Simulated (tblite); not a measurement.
Compound: C5H15O2PSi.
Numbering: `[CH3:1][CH:2]([CH3:3])[P@:4](=[O:5])([CH2:6][OH:7])[CH2:8][SiH3:9]` (hydrogens: H10, H11, H12 on C1; H13 on C2; H14, H15, H16 on C3; H17, H18 on C6; H19 on O7; H20, H21 on C8; H22, H23, H24 on Si9)

Cartesian coordinates in Å at the GFN2-xTB level; atoms count from 1:
```xyz
24
C5H15O2PSi angstrom
C     -2.0806    0.3189    1.2983
C     -0.8560   -0.4478    0.8145
C     -1.2304   -1.6670   -0.0131
P      0.2498    0.7412   -0.0765
O      0.5941    1.9204    0.7348
C     -0.6125    1.3095   -1.6270
O      0.1760    2.3401   -2.1518
C      1.7126   -0.1629   -0.6781
Si     2.7152   -0.8417    0.7869
H     -1.7689    1.2455    1.7777
H     -2.6461   -0.2717    2.0171
H     -2.7383    0.5624    0.4653
H     -0.2689   -0.7568    1.6892
H     -1.7708   -1.3702   -0.9099
H     -1.8734   -2.3262    0.5684
H     -0.3464   -2.2275   -0.3081
H     -0.6777    0.5294   -2.3864
H     -1.6249    1.6672   -1.3844
H      0.4174    2.9183   -1.4119
H      1.4176   -0.9395   -1.3798
H      2.2936    0.5837   -1.2229
H      4.0378   -1.1971    0.2685
H      2.8223    0.1441    1.8552
H      2.0468   -2.0525    1.2814
```

Calculated harmonic vibrations of the isolated species, GFN2-xTB (tblite), most abundant isotopes, no scaling. Against measured fundamentals such values can be off by several per cent, at times by over 20. Modes of hydrogen on silicon can be 10 to 20 % off. One conformer, not necessarily the lowest.

Harmonic wavenumbers (cm⁻¹): 43.3, 51.2, 69.2, 107.6, 124.2, 135.7, 182.2, 193.4, 204.9, 225.2, 242.9, 270.0, 313.0, 374.2, 415.7, 422.2, 434.5, 507.6, 537.0, 617.4, 705.2, 725.7, 742.7, 765.8, 780.7, 789.6, 797.6, 840.8, 930.7, 939.3, 985.8, 991.8, 1032.1, 1072.4, 1110.6, 1111.8, 1143.2, 1172.7, 1224.0, 1244.0, 1259.7, 1290.2, 1318.6, 1402.1, 1409.6, 1415.6, 1435.1, 1487.8, 1493.8, 1499.4, 1502.0, 2224.6, 2266.2, 2326.1, 2844.1, 2891.3, 2958.7, 2981.7, 2998.7, 3014.0, 3017.2, 3021.1, 3027.5, 3029.4, 3036.4, 3440.2.

A = 1217, B = 965.0, C = 706.0 MHz; mass 166.058 u (most abundant isotopes); point group C1, symmetry number 1.

Q: Zero-point energy?

A: ½Σν̃ = 41584 cm⁻¹ = 118.90 kcal/mol.

Q: What is S at 298.15 K and 1 bar for an ideal gas of classical rigid rotors and harmonic oscillators?

A: Translation 41.26, rotation 30.34, vibration 44.80: S = 116.4 cal/(mol K).

Q: And Cp and H(298.15 K) − H(0)?

A: Cp = 51.88 cal/(mol K), of which vibrations give 43.94 (their classical limit is 66 R = 131.2); H(298.15 K) − H(0) = 9.31 kcal/mol without the zero-point energy, 6.94 from vibrations.

Q: Which modes carry the vibrational entropy at 298.15 K?

A: 43.3 cm⁻¹: 5.10; 51.2 cm⁻¹: 4.77; 69.2 cm⁻¹: 4.18; 107.6 cm⁻¹: 3.31; 124.2 cm⁻¹: 3.03; 135.7 cm⁻¹: 2.86 cal/(mol K); the other 60 give 21.54 together.

Q: Blend soft modes into free rotors: weight 1/[1 + (100 cm⁻¹/ν̃)⁴] for the oscillator and the rest for a rotor with moment μB/(μ + B), μ = h/(8π²ν), B = 10⁻⁴⁴ kg m². What vibrational entropy results?

A: 41.10 cal/(mol K) in place of 44.80, which changes −T·S at 298.15 K by +1.10 kcal/mol.

Q: How do the functions run with temperature in this model?

A: 
| T (K) | S (cal/(mol K)) | Cp (cal/(mol K)) | H − H(0) (kcal/mol) | G − H(0) (kcal/mol) | ln q(vib) |
| --- | --- | --- | --- | --- | --- |
| 50 | 62.4 | 16.2 | 0.56 | -2.56 | 0.86 |
| 100 | 76.5 | 25.2 | 1.61 | -6.05 | 2.77 |
| 373.15 | 129.0 | 61.1 | 13.55 | -34.60 | 13.74 |
| 500 | 148.8 | 74.3 | 22.17 | -52.25 | 18.49 |
| 750 | 182.8 | 92.9 | 43.25 | -93.83 | 27.24 |
| 1000 | 211.3 | 105.2 | 68.11 | -143.19 | 35.18 |

q(vib) and H(0) count from the zero-point level.

Q: What must be added to the electronic energy to get the Gibbs energy at 298.15 K and 1 bar?

A: ZPE + [H(298.15 K) − H(0)] − T·S = 118.90 + 9.31 − 34.70 = 93.51 kcal/mol.

Hindered rotation and anharmonicity are outside this model. Other conformers, if any are populated, would add a mixing term that is left out. The structure is chiral; the term R ln 2 for an equal mix with its mirror image is left out.
